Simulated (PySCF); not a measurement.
Species: C4H7PTe.
Numbering: `[CH3:1][CH2:2][C:3]1=[CH:4][P@H:5]1=[Te:6]` (hydrogens: H7, H8, H9 on C1; H10, H11 on C2; H12 on C4; H13 on P5)

Method: PBE0-D3(BJ)/def2-SVP geometry optimisation, gas phase, def2 core potentials past Kr (PySCF); density fitting, grid level 1; the optimiser is geomeTRIC in internal coordinates, started from a GFN2-xTB structure with every atom displaced at random (about 0.01 Å).

Step 0: E = -20828.3520 eV
```
atom  x, y, z in Å  |  force x, y, z in eV/Å
C1     -1.4171    0.3755    0.5970   -0.233   1.080  -0.322
C2     -0.6335   -0.8595    0.2754    0.353  -0.010   0.297
C3      0.4779   -0.5222   -0.6191    1.612  -0.103  -1.529
C4      1.1829   -0.8379   -1.7269   -1.227   1.034   2.013
P5      1.6637    0.7700   -1.1081   -1.207  -0.852  -0.311
Te6     1.1529    2.8468   -2.0006    0.123   0.181   0.001
H7     -1.8447    0.8190   -0.3200    0.069   0.002   0.125
H8     -2.2362    0.1750    1.2698   -0.580  -0.257   0.460
H9     -0.7989    1.1575    1.0717    0.038  -0.138  -0.115
H10    -0.2336   -1.2780    1.2169    0.096  -0.133  -0.130
H11    -1.2651   -1.6160   -0.1904   -0.189  -0.383  -0.130
H12     1.1678   -1.5577   -2.5103    0.170  -0.688  -0.868
H13     2.7896    0.5105   -0.3587    0.974   0.266   0.510
```

**Question.** Estimate the geometry and energy of step 1. (The exact step hangs on the optimiser's Hessian estimate; all steps are aligned on step 0, rigid shifts and turns removed.)

**Answer.** E = -20828.4938 eV, largest force 0.526 eV/Å
```
atom  x, y, z in Å  |  force x, y, z in eV/Å
C1     -1.4946    0.3731    0.6231   -0.037  -0.005   0.001
C2     -0.6193   -0.8279    0.2845   -0.004   0.117  -0.036
C3      0.5017   -0.4776   -0.6180   -0.118  -0.079   0.034
C4      1.1328   -0.8516   -1.7195    0.102   0.107  -0.351
P5      1.7023    0.7441   -1.1618    0.153  -0.300   0.404
Te6     1.3388    2.8673   -2.0327   -0.030   0.045  -0.044
H7     -1.9424    0.8025   -0.2831   -0.008   0.036  -0.051
H8     -2.3104    0.0834    1.3003    0.009  -0.026   0.011
H9     -0.9109    1.1662    1.1094    0.040   0.044   0.017
H10    -0.1890   -1.2513    1.2082    0.004  -0.024   0.010
H11    -1.2158   -1.6248   -0.1927    0.058  -0.015   0.053
H12     1.1153   -1.5867   -2.5326    0.037   0.052   0.164
H13     2.8973    0.5665   -0.3884   -0.206   0.049  -0.213
```

The energy changes by -0.1419 eV. The first-order estimate −F·Δx gives -0.3273 eV and the mean of the old and new forces, exact on a quadratic surface, -0.1429 eV. The step makes an angle of 77° with the force vector and moves no atom by more than 0.190 Å.

The cost below is that of the whole optimisation. Hardware: Arm Neoverse V1, one thread, shared host with 64 logical CPUs at a one-minute load of 28. Cost: 83 s, 0.54 GiB resident at most.
